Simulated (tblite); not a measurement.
A tight-binding relaxation on `C=C[C@@H](CC)B(O)[AsH2]`.

Computed with GFN2-xTB geometry optimisation, gas phase (tblite 0.8.0). Start geometry: from a force field or distance geometry. The input is one job of a driver script: a line of settings, then coordinates in Å.

Command:
```bash
OMP_NUM_THREADS=1 python probes_run.py task.json out
```

Input:
```
{"job": {"kind": "relax", "xc": "GFN2-xTB", "basis": "xTB"}, "charge": 0, "multiplicity": 1}
C     -1.079300     2.590000     0.424800
C     -0.682700     1.649800    -0.394400
C     -0.185200     0.302400     0.066500
C     -1.247000    -0.661300    -0.383000
C     -1.011600    -2.099800    -0.041600
B      1.216700     0.063700    -0.615200
O      1.920800     1.287900    -1.049400
As     2.513400    -1.314900     0.219000
H     -1.412600     3.529700    -0.045800
H     -1.114400     2.477800     1.520500
H     -0.680300     1.812500    -1.463900
H     -0.030700     0.291000     1.173500
H     -1.462000    -0.504200    -1.425100
H     -2.172900    -0.364100     0.185300
H     -0.918500    -2.645000    -1.025000
H     -0.175600    -2.306100     0.631600
H     -1.923400    -2.501000     0.444300
H      2.012900     1.814900    -0.207700
H      3.959300    -0.793000     0.241400
H      2.468100    -2.619800    -0.668400
```

Output:
```
step      E/eV     max force
  0    -664.22319    3.007
  1    -664.62429    1.771
  2    -664.82047    1.213
  3    -664.96317    1.680
  4    -665.25406    1.095
  5    -665.38333    1.159
  6    -665.51282    1.376
  7    -665.62705    1.435
  8    -665.72454    1.116
  9    -665.82001    0.966
... (170 lines left out)
180    -666.39799    0.036
181    -666.39816    0.025
182    -666.39830    0.022
183    -666.39840    0.019
184    -666.39844    0.018
185    -666.39847    0.012
186    -666.39849    0.012
187    -666.39852    0.011
188    -666.39854    0.011
189    -666.39856    0.010
```

«max force» is the largest atomic force in eV/Å.

Problem. From which step on does the largest force stay under 0.1 eV/Å, and how much energy is left to gain from there?

Solution. From step 115 (0.080 eV/Å), 42.5 meV above the end.

Main results: energy lowered by 50.2 kcal/mol over 189 steps; largest atomic force 0.010 eV/Å at the end.

Problem. Where do the atoms end?

Solution. 0.920 Å rms from the input after alignment:
```
atom  x, y, z in Å
C1    -0.7073    2.7198    0.2265
C2    -0.7025    1.5762   -0.4426
C3    -0.2860    0.2596    0.1295
C4    -1.0692   -0.8977   -0.5082
C5    -1.0332   -2.1604    0.3421
B6     1.3286    0.1686    0.0119
O7     2.0566    1.2623    0.2372
As8    2.4264   -1.5034   -0.3428
H9    -0.9605    3.6563   -0.2417
H10   -0.4990    2.7622    1.2854
H11   -0.9311    1.5711   -1.5012
H12   -0.5083    0.2707    1.2058
H13   -0.6552   -1.1133   -1.4990
H14   -2.1119   -0.5967   -0.6441
H15   -0.0037   -2.4863    0.5097
H16   -1.4996   -1.9819    1.3091
H17   -1.5700   -2.9670   -0.1521
H18    1.5816    2.0844    0.4153
H19    3.4473   -0.7593   -1.1458
H20    1.6919   -1.8546   -1.6077
```

On one thread, Intel Xeon Platinum 8488C (x86_64), shared host, this took 1.5 s.
Labels such as C1 count atoms from 1, the log's own numbers from 0.
